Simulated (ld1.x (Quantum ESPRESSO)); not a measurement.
Logarithmic derivatives: Si (Z = 14), RRKJ

```json
{
  "Element": "Si",
  "Generator": "ld1.x (Quantum ESPRESSO) 7.5",
  "Type": "norm-conserving RRKJ (Kleinman–Bylander form)",
  "Functional": "PBE",
  "Relativity": "fully relativistic",
  "Frozen core": "[Ne]",
  "Valence charge": "4",
  "Reference configuration": "3s2 3p1 (charge +1)",
  "Partial waves": "3s (bound): rc 1.60 bohr; 3p (bound): rc 1.50 bohr; 3d channel at -0.15 Ry: rc 1.40 bohr",
  "Local potential": "the d channel",
  "Core correction": "none",
  "rho0": "0.005"
}
```

Open shells are filled in proportion to 2j + 1 (rel_dist='average').

The phase is arctan(r·u′/u) with u = r·R(r), unwrapped; energies in Ry, scanned from -3 to 5 Ry. A pole is an energy at which the radial function vanishes at the test radius. The pseudo phase is shifted by a multiple of π to meet the all-electron one at the reference energy, and phase errors are pseudo minus all-electron; the curves can meet again beyond the range given. Levels narrower than the energy grid can be missing from the lists of poles.

```csv
channel,radius (bohr),reference energy (Ry),"poles, all-electron","poles, pseudo",unbroken range about the reference energy with phases within 0.05 rad,phase error 1 Ry above the reference energy (rad)
s,1.74,-1.40,3.40,"-0.25, 4.00",below -0.7,-0.191
p1/2,1.74,-0.86,4.27,2.80,below 0.6,-0.033
p3/2,1.74,-0.86,4.30,2.78,below 0.5,-0.034
d3/2,1.74,-0.15,4.31,4.37,the whole range,+0.002
d5/2,1.74,-0.15,4.31,4.37,the whole range,+0.001
```

Phases in the s channel:

```tsv
E (Ry)	all-electron	pseudo
-3.00	0.969	0.957
-2.52	0.828	0.816
-2.04	0.595	0.587
-1.56	0.208	0.207
-1.08	-0.316	-0.324
-0.60	-0.765	-0.844
-0.12	-1.047	-3.462
0.36	-1.216	-4.239
0.84	-1.324	-4.395
1.32	-1.399	-4.488
1.80	-1.454	-4.552
2.28	-1.497	-4.601
2.76	-1.532	-4.639
3.24	-1.562	-4.671
3.72	-1.588	-4.698
4.20	-1.612	-4.722
4.68	-1.634	-4.745
```
